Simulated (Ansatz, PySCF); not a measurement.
Species: SbCl2 (charge 0, doublet). It need not be the lowest isomer of its formula. 
Geometry from a B3LYP-D3(BJ)/def2-TZVP (Ansatz, a program for electronic structure) optimisation:
```xyz
3

Sb    -0.3350    -0.1782     0.4828
Cl    -0.3456     1.8508    -0.7281
Cl     1.3505    -1.3162    -0.7202
```
Charge 0, spin multiplicity 2.

Total electronic energies in hartree. Valence correlation only, unless marked. UHF or UKS for open shells. Spin-orbit coupling is left out. Frozen are the shells of the preceding noble gas and the d and f shells that filled before the atom's block. Past Kr the def2 sets carry scalar-relativistic core potentials. Basis-set limits of correlation are two-point, X^-3; Hartree-Fock from the larger set. The bracket is a focal-point correction in the basis named.

```tsv
level	program	energy (Eh)
HF/def2-SVP	Ansatz	-1158.03515
BP86-D4/def2-TZVPD	PySCF + dftd4	-1160.97649
TPSS-D4/def2-TZVPD	PySCF + dftd4	-1160.70815
B3LYP/def2-TZVPD	Ansatz	-1160.86479
PBE0/def2-TZVP	Ansatz	-1160.45662
BHLYP-D3(BJ)/def2-TZVPD	Ansatz + dftd3	-1160.69418
r2SCANh/def2-TZVPD	Ansatz	-1160.77267
PW6B95-D3(BJ)/def2-TZVPD	PySCF + dftd3	-1161.61243
PW6B95-D4/def2-TZVPD	PySCF + dftd4	-1161.61261
M06-2X/def2-TZVPD	PySCF	-1160.64652
wB97X-V/def2-TZVPD	Ansatz	-1160.59171
MP2/def2-TZVPPD	Ansatz	-1158.84133
RI-MP2/CBS(def2-TZVPPD,def2-QZVPPD)	Ansatz	-1158.9494
SCS-MP2/def2-TZVPP	Ansatz	-1158.82733
RI-MP2/CBS(def2-TZVPPD,def2-QZVPPD)+[CCSD(T)-MP2]/def2-TZVPPD	Ansatz	-1159.0126
```

Totals of different functionals don't rank their quality; only differences between species are comparable.
